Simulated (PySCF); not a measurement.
Simulated outer-valence photoelectron spectrum of `B[N](C)[GaH2]`. The calculation used EOM-IP-CCSD/aug-cc-pVDZ in PySCF, restricted Hartree–Fock reference, frozen core, non-relativistic, gas phase, PBE0-D3(BJ)/def2-SVP geometry.

Each root has a Gaussian of 0.3 eV full width with its one-hole share as area; cross sections and vibrations are left out, and the highest printed point is 100.

ionisation energy (eV), intensity and a bar:
```
      9.4          0 
      9.6         15 #####
      9.8         94 ############################
     10.0         49 ###############
     10.2          3 #
     10.4         21 ######
     10.6        100 ##############################
     10.8         40 ############
     11.0          6 ##
     11.2         64 ###################
     11.4         83 #########################
     11.6          9 ###
     11.8         14 ####
     12.0         93 ############################
     12.2         52 ################
     12.4          2 #
     12.6          0 
     12.8          0 
     13.0          0 
     13.2          0 
     13.4          4 #
     13.6         60 ##################
     13.8         86 ##########################
     14.0         36 ###########
     14.2        100 ##############################
     14.4         33 ##########
     14.6         14 ####
     14.8         91 ###########################
     15.0         54 ################
     15.2          3 #
     15.4          0 
     15.6         15 ####
     15.8         91 ###########################
     16.0         48 ##############
     16.2          2 #
```

Q: Where are the maxima, and how many lines lie under the curve?

A: 8 maxima, at 9.9, 10.6, 11.3, 12.1, 13.7, 14.2, 14.9 and 15.9 eV, from 8 lines.

Q: List the lines with their holes.

A: 
| E (eV) | leading hole (HF orbital) | area | Koopmans (eV) |
| --- | --- | --- | --- |
| 9.85 | HOMO | 0.95 | 10.70 |
| 10.63 | HOMO-1 | 0.95 | 11.45 |
| 11.32 | HOMO-2 | 0.95 | 11.93 |
| 12.05 | HOMO-3 | 0.95 | 13.02 |
| 13.73 | HOMO-4 | 0.94 | 14.71 |
| 14.21 | HOMO-5 | 0.94 | 15.22 |
| 14.86 | HOMO-6 | 0.95 | 16.00 |
| 15.85 | HOMO-7 | 0.92 | 17.19 |

The widest gap, 1.68 eV, lies between 12.05 and 13.73 eV. Only orbitals with −ε under 21 eV, eight at most, were ionised, so the high end of the curve may lack lines.
